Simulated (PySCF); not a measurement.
## Silver: a sound run and one with changed settings

Sound run: Ag+ [Kr] 4d10, Ag(2+) [Kr] 4d9. Calculation: PySCF 2.14, in def2-SVP with the def2 core potential (28 electrons) (5s3p2d1f, 31 functions); scalar relativity through the core potential. The sound run starts from symmetry-adapted Hartree-Fock orbitals and uses a fine grid where one is needed.

Changed run: radial step 0.3 in ln r (0.13 in the sound run). This setting is unsound on purpose.

```tsv
species	method	sound run (hartree)	changed run (hartree)	converged
Ag+	UHF	-145.85043	-145.85043	yes
Ag+	TPSS	-146.59148	-146.58964	yes
Ag+	MN15	-146.35444	-146.35052	yes
Ag(2+)	UHF	-145.12061	-145.12061	yes
Ag(2+)	TPSS	-145.79914	-145.79665	yes
Ag(2+)	MN15	-145.54924	-145.54546	yes
```

Ionisation energy of Ag+:

```csv
method,sound run (eV),changed run (eV)
UHF,19.859,19.859
TPSS,21.561,21.578
MN15,21.911,21.907
```

A coarse radial grid mis-integrates the density and the exchange-correlation energy, with errors of either sign; Hartree-Fock needs no grid.

For comparison, NIST gives 21.484 eV between the lowest levels.
